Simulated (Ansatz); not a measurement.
Relaxation of CH4NOSb (8 atoms, charge 0, multiplicity 1), to a largest force component of 0.015 eV/Å in at most 40 steps.

The calculation used RHF/def2-SVPD (Ansatz).

```xyz
8
Properties=species:S:1:pos:R:3:forces:R:3
C -0.845 1.380 0.508 -1.29 2.52 -1.27
N 0.170 1.088 -0.131 1.05 -0.53 -0.29
Sb 1.169 -0.650 0.343 1.26 0.90 -0.67
O -0.138 -1.790 -0.530 0.20 -2.01 -0.30
H -1.411 2.330 0.208 0.66 -1.27 0.63
H -1.284 0.820 1.294 -0.53 -0.70 1.04
H 2.177 -0.562 -1.120 -0.37 0.03 0.90
H 0.253 -2.673 -0.627 -0.98 1.05 -0.05
```

Problem. Where does it end, and by what steps?

Solution. The run converged. After 15 steps the energy has fallen by 0.419 eV; H6 moved furthest, 1.18 Å.

| step | energy less start (eV) | largest force component (eV/Å) | accepted |
| --- | --- | --- | --- |
| 0 | 0.0000 | 2.521 | yes |
| 1 | 0.0655 | 1.846 | no |
| 2 | -0.1772 | 1.128 | yes |
| 3 | -0.2107 | 0.807 | yes |
| 4 | -0.2344 | 0.549 | yes |
| 5 | -0.2849 | 0.353 | yes |
| 6 | -0.3276 | 0.393 | yes |
| 7 | -0.3715 | 0.376 | yes |
| 8 | -0.4007 | 0.221 | yes |
| 9 | -0.4135 | 0.105 | yes |
| 10 | -0.3593 | 0.654 | no |
| 11 | -0.4127 | 0.187 | no |
| 12 | -0.4151 | 0.134 | yes |
| 13 | -0.4188 | 0.045 | yes |
| 14 | -0.4190 | 0.027 | yes |
| 15 | -0.4191 | 0.013 | yes |

```xyz
8
Properties=species:S:1:pos:R:3
C -0.781 1.232 0.400
N 0.463 1.142 0.423
Sb 1.483 -0.611 0.148
O -0.039 -1.733 -0.455
H -1.259 2.199 0.573
H -1.457 0.393 0.207
H 1.926 -0.203 -1.442
H -0.244 -2.475 0.090
```

Run time: 23 s on 2 threads of AMD EPYC 9R45 96-Core Processor (Zen 5), with other jobs on the host, peak memory 0.32 GiB.
